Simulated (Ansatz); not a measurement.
Computed with Ansatz on PBE0-D4/def2-TZVP structures; ΔE is electronic, products minus reactants. CBS: MP2 limit from def2 TZ/QZ plus the TZ coupled-cluster correction, frozen cores. This one scheme is used for every species. DFT in def2-TZVPP. B3LYP here is the variant with VWN-RPA as its local correlation; programs differ in this. One conformer a species, not always the lowest.

Reaction (ligand exchange at the Si–C bond): `[SiH3]C=C([SiH3])[SiH3]` + `C[O][Al]([OH])[F]` → `C[O][Al]([F])[O][SiH3]` + `C=C([SiH3])[SiH3]`

```
             level  ΔE (kcal/mol)  difference from CCSD(T)/CBS
           PBE0-D4          -26.1                          2.4
          B3LYP-D4          -28.4                          0.1
           ωB97M-V          -28.4                          0.1
            B2PLYP          -30.0                         -1.5
              PBE0          -27.0                          1.5
             B3LYP          -30.2                         -1.7
     HF/def2-TZVPP          -36.6                         -8.1
    MP2/def2-TZVPP          -28.8                         -0.3
SCS-MP2/def2-QZVPP          -30.3                         -1.8
     MP2/CBS(def2)          -28.6                         -0.1
       CCSD(T)/CBS          -28.5                            0
```

Largest T1 diagnostic among the species: 0.013.

The D4 term adds +1.8 kcal/mol with B3LYP and +1.0 kcal/mol with PBE0; it sums over pairs of atoms, weighted by their polarisabilities, and B3LYP, whose exchange is more repulsive, gets the larger term. From PBE to PBE0 (25 % exact exchange), in def2-TZVPP and without D4, ΔE moves by −2.1 kcal/mol. In def2-TZVPP, CCSD(T) changes the Hartree–Fock value by +7.9 kcal/mol (the triples alone add +1.3 kcal/mol) and MP2 by +7.8 kcal/mol.
